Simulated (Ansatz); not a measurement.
Total energies of the cluster SiO4H4 from Ansatz at PBE0-D4/def2-TZVPD, gas phase (1 Eh = 27.2114 eV = 2625.5 kJ/mol). The reference geometry is relaxed at r2SCAN-D4/def2-SVP.

Cartesian coordinates in Å:
```
Si 0.235 0.600 -0.168
O 1.103 1.617 0.874
O -1.339 -0.748 -0.327
O 1.148 -0.772 -0.446
O -0.299 1.043 1.349
H -0.203 1.275 -1.396
H 2.033 -0.695 -0.066
H -1.832 -0.730 0.510
H -0.845 -1.588 -0.330
```

```csv
state,geometry,energy (Eh)
charge 0 singlet,reference,-592.51326
charge -1 doublet,reference,-592.50538
free Si atom (triplet),–,-289.24952
free O atom (triplet),–,-75.01925
free H atom (doublet),–,-0.50104
```

Question: Work out the vertical electron affinity, to the doublet.

Answer: E(charge 0 singlet) − E(charge -1 doublet) = -592.51326 − (-592.50538) = -0.00788 Eh = -0.21 eV; negative, so the extra electron isn't bound.

Question: What is the binding energy per atom against free atoms?

Answer: Atoms: 1 × (-289.24952) + 4 × (-75.01925) + 4 × (-0.50104) = -591.33068 Eh. Binding: -591.33068 − (-592.51326) = 1.18258 Eh = 32.18 eV, or 3.58 eV for each of 9 atoms (no zero-point energy, no counterpoise term).

The restricted singlet is unstable towards broken spin symmetry in Hartree–Fock (as tested in another run); at PBE0-D4/def2-TZVPD this wasn't settled. At PBE0-D4/def2-TZVPD the highest occupied level of the charge -1 doublet lies above zero (up to 1.57 eV). By energy differences it is unbound by 0.21 eV (vertical, to the charge 0 singlet, at PBE0-D4/def2-TZVPD) and held by the finite basis. 

The structure comes from a short search, and lower isomers may exist.
